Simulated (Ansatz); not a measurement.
Program: Ansatz. Geometries: PBE0-D4/def2-TZVP. ΔE: electronic, gas phase. CBS: MP2 limit from def2 TZ/QZ plus the TZ coupled-cluster correction, frozen cores. DFT in def2-TZVPP. One conformer a species, not always the lowest.

Reaction (isomerisation): `BC(F)[SiH2][SiH3]` → `B[Si](C)(F)[SiH3]`

(1) Is it downhill or uphill in electronic energy at CCSD(T)/CBS, and by how much? (Estimate.)

(2) What do these levels give: ωB97X-V, r2SCAN, PBE0, HF/def2-TZVPP, MP2/def2-TZVPP, CCSD/def2-TZVPP? (Estimate.)

Largest T1 diagnostic among the species: 0.014.

Results:

(1) Computed: Downhill: ΔE = -2.15 eV.

(2) Computed: ωB97X-V -2.05, r2SCAN -2.05, PBE0 -2.01, HF/def2-TZVPP -2.25, MP2/def2-TZVPP -2.18, CCSD/def2-TZVPP -2.15 eV.

In def2-TZVPP, CCSD(T) changes the Hartree–Fock value by +0.14 eV (the triples alone add +0.04 eV) and MP2 by +0.07 eV. From PBE to PBE0 (25 % exact exchange), in def2-TZVPP and without D4, ΔE moves by −0.09 eV.
